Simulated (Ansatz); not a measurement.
Reaction (ligand exchange at the Al–O bond): `C[O][AlH][F]` + `C=C(O)[SiH3]` → `C=C([SiH3])[O][AlH][F]` + CH₃OH

Calculated with Ansatz (gas phase, PBE0-D4/def2-TZVP geometries, no zero-point term in ΔE). CBS: MP2 limit from def2 TZ/QZ plus the TZ coupled-cluster correction, frozen cores. This one scheme is used for every species. Functionals use def2-TZVPP. One conformer a species, not always the lowest.

`C[O][AlH][F]`:

```xyz
8

C    -0.544    1.170    0.010
O     0.529    0.274    0.067
Al    0.783   -1.375    0.003
F    -0.497   -2.398   -0.180
H    -0.411    1.859   -0.830
H    -1.507    0.661   -0.113
H    -0.585    1.762    0.929
H     2.231   -1.951    0.114
```

`C=C(O)[SiH3]`:

Cartesian coordinates in Å:
```
C -0.587 0.989 -1.131
C -0.177 -0.127 -0.531
O -0.233 -1.309 -1.217
Si 0.473 -0.100 1.227
H -0.964 0.978 -2.149
H -0.552 1.935 -0.609
H 0.091 -2.031 -0.673
H -0.351 -0.999 2.081
H 0.433 1.287 1.746
H 1.867 -0.625 1.256
```

`C=C([SiH3])[O][AlH][F]`:

```xyz
12

C     0.437    1.595    1.184
C     0.148    0.549    0.411
Si    0.191    0.658   -1.463
O    -0.190   -0.641    0.968
Al   -0.623   -2.231    0.641
F    -0.922   -3.180    1.945
H     0.409    1.522    2.267
H     0.706    2.543    0.739
H    -1.148    0.305   -2.012
H     1.167   -0.330   -1.999
H     0.570    2.030   -1.878
H    -0.746   -2.819   -0.803
```

CH₃OH:

Cartesian coordinates in Å:
```
C 0.168 0.202 0.240
O -0.505 -0.093 -0.962
H 0.412 1.264 0.219
H 1.105 -0.360 0.343
H -0.453 0.012 1.125
H -0.728 -1.026 -0.966
```

```
                 species  PBE-D4 energy (Eh)
          `C[O][AlH][F]`          -457.85575
          `C=C(O)[SiH3]`          -444.24026
`C=C([SiH3])[O][AlH][F]`          -786.46051
                   CH₃OH          -115.63347
```

**Question.** Work out ΔE.

**Answer.** ΔE = (-786.46051) + (-115.63347) − (-457.85575) − (-444.24026) = 0.00203 Eh = +1.3 kcal/mol. CCSD(T)/CBS gives +0.5 kcal/mol.

Largest T1 diagnostic among the species: 0.013.

The D4 term adds −1.1 kcal/mol with B3LYP and −0.6 kcal/mol with PBE0; it sums over pairs of atoms, weighted by their polarisabilities, and B3LYP, whose exchange is more repulsive, gets the larger term.

B3LYP here is the variant with VWN-RPA as its local correlation; programs differ in this.
